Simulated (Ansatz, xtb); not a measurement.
Isomers of C4H7B2N in order of energy

6 gas-phase structures of C4H7B2N, from a drawn sample of its isomers (lower ones may exist). Each was relaxed with GFN2-xTB:

A. `Bc1c[nH]c(B)c1`, a singlet
B. `Bc1cc[nH]c1B`, a singlet
C. `Bc1cccn1B`, a singlet
D. `Bc1ccc(B)[nH]1`, a singlet
E. `Bc1ccn(B)c1`, a singlet
F. `Bc1c[nH]cc1B`, a singlet

Question: Which do you expect lowest at r2SCAN-D4/def2-SVP, and how would the others follow?

Answer: Calculated order at r2SCAN-D4/def2-SVP: C (0.0), E (3.0), D (11.0), A (12.4), B (14.8), F (17.8) kcal/mol.

Energies above the lowest of each column, in kcal/mol; the last columns are at B3LYP/def2-SVP geometries:

```
structure  GFN2-xTB  HF/STO-3G  r2SCAN-D4/def2-SVP  B3LYP/def2-SVP  CCSD(T)/def2-SVP + ΔMP2/def2-TZVPP
        C       0.0        0.0                 0.0             0.0                                 0.0
        E       1.3        0.7                 3.0             2.0                                 1.6
        D      17.0       21.8                11.0            12.0                                14.0
        A      19.8       21.9                12.4            12.9                                14.7
        B      21.5       25.8                14.8            16.0                                17.1
        F      25.1       27.4                17.8            18.4                                18.9
```

Every level run on C puts it lowest or level with the lowest. Flexible structures stand in one conformer each, not always the lowest. ΔMP2 is the change of the MP2 energy from the smaller to the larger basis.

Over these structures GFN2-xTB departs from r2SCAN-D4/def2-SVP by 3.4 kcal/mol on average once a common shift is removed. A GFN2-xTB relaxation took about 0.11 s and the r2SCAN-D4/def2-SVP energy about 2.4 s on a shared host (Ansatz 0.2.0, xtb 6.7.1).
